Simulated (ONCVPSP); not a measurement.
## Before and after: ONCV potential for tantalum (Ta)

```
Element                 : Ta (Z = 73)
Generator               : ONCVPSP 4.0.1
Type                    : optimised norm-conserving Vanderbilt (ONCV)
Functional              : PBEsol
Relativity              : fully relativistic
Frozen core             : [Kr] 4d10 4f14 5s2
Valence charge          : 11
Reference configuration : 5p6 5d3 6s1 (charge +1)
Partial waves           : 6s: rc 2.65 bohr, ncon 4, nbas 8, qcut 2.3 1/bohr, 2 projectors, debl 0.8 Ha; 5p: rc 1.60 bohr, ncon 3, nbas 7, qcut 7.1 1/bohr, 2 projectors, debl 0.9 Ha; 5d: rc 2.70 bohr, ncon 4, nbas 9, qcut 5.5 1/bohr, 2 projectors, debl 1.9 Ha
Local potential         : polynomial inside 1.40 bohr (lpopt 5, dvloc0 1 Ha)
Core correction         : Teter function fitted to the true core (icmod 2), fcfact 0.45
```

Open shells are filled in proportion to 2j + 1.

In the p channel the program set the typed energies aside and used -1.624, 0.250 Ha (j = l + 1/2; the other j can differ).

Change: core [Kr] 4d10, valence charge 27; reference 4f14 5s2 5p6 5d3 6s0.5; waves now 5s+6s: rc 1.75 bohr, ncon 4, nbas 8, qcut 5.7 1/bohr, 2 projectors; 5p: rc 1.35 bohr, ncon 4, nbas 8, qcut 6.1 1/bohr, 3 projectors, debl 3 Ha; 5d: rc 2.30 bohr, ncon 4, nbas 9, qcut 6.7 1/bohr, 3 projectors, debl 1.6 Ha; 4f: rc 0.60 bohr, ncon 4, nbas 8, qcut 28.1 1/bohr, 1 projector; local potential polynomial inside 0.50 bohr (lpopt 3, dvloc0 4 Ha).

Cutoffs: the cutoffs (Ha) at which the residual kinetic energy of the hardest occupied pseudo-wave falls to 1 and 0.1 mHa per electron; they do not see the model core or the augmentation charge, which bear on the density cutoff. Errors are all-electron minus pseudo energies relative to the spin-unpolarised reference configuration.

What does the change do?

The potential gets harder (18 Ha and 22 Ha → 336 Ha and 367 Ha); the bound ghosts move from s to f, p, s. The added semicore shells are compact, so their waves need more plane waves. Several settings change at once here, so the effects cannot be laid on one of them.

| quantity | base | changed |
| --- | --- | --- |
| cutoff, loose | 18 Ha | 336 Ha |
| cutoff, tight | 22 Ha | 367 Ha |
| bound ghosts | s | s, p3/2, p1/2, f5/2 |
| GHOST(+) flags under 300 eV | none | d5/2 at 121.9 eV, s at 125.6 eV, d3/2 at 164.6 eV |
| largest error over its own tests, meV | +31 | -3.0 |
| rms error of d²Exc/dni dnj with the model core, mHa | 4.86 | 4.19 |

 A true bound ghost makes a file unfit for plane-wave use even where its test errors are small: the radial tests pick states by their node count and pass the ghost by.
